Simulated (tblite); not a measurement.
Input of a run (GFN2-xTB geometry optimisation, gas phase (tblite 0.8.0)), started from a force field or distance geometry:
```
{"job": {"kind": "relax", "xc": "GFN2-xTB", "basis": "xTB"}, "charge": 0, "multiplicity": 2}
C     -0.662000    -1.064800     1.407800
C     -0.566400    -0.104600     0.247600
C     -1.449300    -0.562100    -0.897000
C     -0.927600     1.300700     0.689800
C      0.117200     2.117000     0.551700
C      1.225800     1.384900     0.001500
C      0.881900     0.103500    -0.181700
C      1.743600    -0.972700    -0.738000
H     -1.489700    -0.980200     2.109400
H     -0.112600    -1.989500     1.414400
H     -1.378000     0.111700    -1.765100
H     -1.200400    -1.569800    -1.241500
H     -2.519300    -0.577100    -0.592200
H     -1.890100     1.580600     1.079800
H      0.137700     3.180300     0.781700
H      2.186900     1.828900    -0.209200
H      1.880000    -1.780600    -0.013600
H      2.727300    -0.603500    -1.012600
H      1.285400    -1.393500    -1.640400
```

Output (eV, eV/Å):
```
step      E/eV     max force
  0    -615.33344    1.424
  1    -615.38218    0.364
  2    -615.38977    0.315
  3    -615.39534    0.263
  4    -615.40288    0.246
  5    -615.40704    0.171
  6    -615.40932    0.104
  7    -615.41088    0.102
  8    -615.41203    0.100
  9    -615.41274    0.066
 10    -615.41322    0.057
 11    -615.41381    0.075
 12    -615.41470    0.113
 13    -615.41590    0.112
 14    -615.41705    0.071
 15    -615.41792    0.066
 16    -615.41870    0.079
 17    -615.41965    0.102
 18    -615.42063    0.086
 19    -615.42130    0.046
 20    -615.42162    0.038
 21    -615.42181    0.032
 22    -615.42194    0.029
 23    -615.42201    0.013
 24    -615.42203    0.010
```

Q: Summarise the run.

A: The energy falls by 2.0 kcal/mol over 24 L-BFGS steps, the largest force on an atom goes from 1.42 to 0.010 eV/Å, and the atoms move by 0.060 Å rms after alignment. Among the bonds, C1–C2 and C2–C3 change most and about equally (-0.035 to +0.035 Å). Bonds longer at the end by more than 0.005 Å: 2 of 19; shorter: 8. Among the angles that change most is C5–C4–H14, from 125.4° to 128.0°. Among the dihedrals that turn most is H10–C1–C2–C7, from -46° to -35°. The energy never rose by more than 1e-5 eV on the way. The first step brought 55 % of the lowering.

Q: What are the final bond lengths?

A: C1–C2 1.474 Å, C2–C3 1.551 Å, C2–C4 1.508 Å, C4=C5 1.335 Å, C5–C6 1.450 Å, C6=C7 1.340 Å, C7–C8 1.485 Å, C2–C7 1.520 Å, C1–H9 1.072 Å, C1–H10 1.072 Å, C3–H11 1.087 Å, C3–H12 1.087 Å, C3–H13 1.087 Å, C4–H14 1.074 Å, C5–H15 1.076 Å, C6–H16 1.076 Å, C8–H17 1.090 Å, C8–H18 1.087 Å, C8–H19 1.090 Å. Numbering counts from 1 in the input's order; the species is `[CH2][C@@]1(C)C=CC=C1C` [radical].

GFN2-xTB frequencies show an imaginary mode (187i cm⁻¹), so the point is no minimum at that level.

One conformer stands for the species.

These are computed values.
